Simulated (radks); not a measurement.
Spherical jellium clusters: N electrons in a uniform positive sphere of charge N and radius rs N^(1/3), rs = 2.57 bohr. Method: non-relativistic Kohn-Sham, LDA (Slater exchange, Perdew-Wang correlation), spin-polarised, spherical densities; computed with a radial shooting solver with Libxc functionals. Levels are named by radial order and angular momentum (1s, 1p, 1d, 2s, ...), and open shells are averaged over m.

N = 10, configuration 1s2 1p6 1d(up 2, down 0). This is the lowest configuration that the search found. Occupied and some empty levels:

level,occupation,eigenvalue (eV),<r> (bohr)
1s up,1,-8.1704,3.632
1s down,1,-7.9060,3.562
1p up,3,-5.5085,4.581
1p down,3,-5.1453,4.557
1d up,2,-2.5787,5.590
1d down,0,-2.1953,5.651
2s up,0,-2.1852,5.935
2s down,0,-1.9521,6.064
2p up,0,-0.45803,9.671
2p down,0,-0.32792,10.35

Energy (eV): total -10.8472, kinetic 36.454, external -559.99, Hartree 267.51, exchange-correlation -49.688, background 294.87.
